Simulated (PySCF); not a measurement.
Compound: C5H6F2O.
SMILES with atom numbers: `[CH2:1]=[C:2]1[CH2:3][C@@H:4]1[O:5][CH:6]([F:7])[F:8]` (hydrogens: H9, H10 on C1; H11, H12 on C3; H13 on C4; H14 on C6)

Torsions of this conformer, `[CH2:1]=[C:2]1[CH2:3][C@@H:4]1[O:5][CH:6]([F:7])[F:8]`: C3–C4–O5–C6 -142°, C4–O5–C6–F7 84°.

The closed-shell ground state was solved at several levels (PySCF, density fitting, gas phase, non-relativistic). The structure is a single GFN2-xTB conformer in the gas phase; no vibrational or solvent corrections.

| level | basis functions | HOMO (eV) | LUMO (eV) | gap (eV) | dipole (D) |
| --- | --- | --- | --- | --- | --- |
| PBE0/def2-SVPD | 217 | -8.08 | -0.60 | 7.48 | 3.12 |
| wB97X-D/def2-SVPD | 217 | -9.94 | 1.23 | 11.17 | 3.15 |
| PBE0/pcSseg-1 | 166 | -8.05 | -0.50 | 7.55 | 3.08 |

Task: What might B3LYP/pcJ-1 (276 basis functions) give for the same quantities?

Result: HOMO -7.78 eV, LUMO -0.70 eV, gap 7.08 eV, dipole 3.07 D.

Task: Over all these levels, which gives the widest orbital gap and which the narrowest?

Result: wB97X-D/def2-SVPD (range-separated hybrid) has the widest, 11.17 eV, and B3LYP/pcJ-1 (global hybrid, 20 % exact exchange) the narrowest, 7.08 eV. Functional and basis both differ between the two, so the spread mixes both effects.

Task: How far do the dipole and the HOMO energy spread over the levels?

Result: The dipole runs from 3.07 to 3.15 D (mean 3.11 D) and the HOMO from -9.94 to -7.78 eV.
